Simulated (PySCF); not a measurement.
Continuum solvent and chemical shifts

Cartesian coordinates in Å; atom numbers follow the order of the lines, from 1:
```xyz
20

F    -1.6687   -0.9965   -2.0993
C    -0.4752   -0.4205   -1.7212
C    -0.5605    0.0240   -0.3044
C    -1.6673    0.9087    0.2601
C    -1.6897    0.0409    1.5485
C    -0.5714   -0.8155    0.9767
C     0.6001    0.0366    0.6487
O     1.7405   -0.6837    0.2899
C     2.7247    0.0563   -0.2765
F     3.8035   -0.7153   -0.3651
F     2.3846    0.4388   -1.5290
H     0.3345   -1.1537   -1.8504
H    -0.2797    0.4357   -2.3899
H    -1.4193    1.9768    0.3761
H    -2.5940    0.8169   -0.3217
H    -2.6309   -0.5137    1.6594
H    -1.4685    0.5516    2.5001
H    -0.4397   -1.8954    1.0813
H     0.8185    0.9441    1.2355
H     2.9591    0.9722    0.2994
```

GIAO PBE0/pcSseg-1 in PySCF 2.14.0 with density-fitted response routines on one PBE0-D3(BJ)/def2-SVP conformer, non-relativistic, equivalent nuclei averaged. Solvents enter as an IEF-PCM continuum (dichloromethane with ε = 8.9, acetonitrile with ε = 35.7) around the gas-phase geometry. Shifts are referred to CFCl3, TMS computed in the same medium.

Gas phase, δ in ppm: F11 -90.9, F10 -100.6, F1 -251.2, C9 122.2, C2 82.3, C7 67.8, C3 31.6, C6 24.0, C4 22.1, C5 20.3, H20 5.90, H13 4.68, H12 4.32, H19 3.09. Dipole moment 2.97 D.

(1) How does each δ change in the continuum?

(2) Which of the listed nuclei move most (in ppm), and what does the model miss? (N and O are left out, as their reference compounds move with the solvent too.)

Results:

(1) 
```tsv
atoms	environment	Δδ, dichloromethane	Δδ, acetonitrile
F11	fluorine of a CF2 group	-2.0	-2.4
F10	fluorine of a CF2 group	-3.5	-4.1
F1	fluorine on an sp3 carbon	-2.7	-2.9
C9	sp3 CH bonded to 2 F and O	+1.1	+1.2
C2	sp3 CH2 bonded to F	+1.9	+2.2
C7	three-membered-ring carbon	+0.2	+0.2
C3	three-membered-ring carbon	+0.3	+0.4
C6	three-membered-ring carbon	+0.7	+0.7
C4	sp3 CH2 in a ring	+0.7	+0.8
C5	sp3 CH2 in a ring	+0.4	+0.5
H20	hydrogen on an sp3 CH bonded to 2 F and O	+0.29	+0.35
H13	hydrogen on an sp3 CH2 bonded to F	+0.14	+0.17
H12	hydrogen on an sp3 CH2 bonded to F	+0.05	+0.05
H19	hydrogen on a three-membered-ring carbon	+0.45	+0.54
```

Changes are relative to the gas phase. The dipole moment becomes 3.66 D in dichloromethane, 3.79 D in acetonitrile.

(2) F10 (fluorine of a CF2 group, -4.1 ppm) in acetonitrile. A continuum only polarises the solute; specific hydrogen bonds, the anisotropy of aromatic solvents and changes of geometry or conformer are outside it.
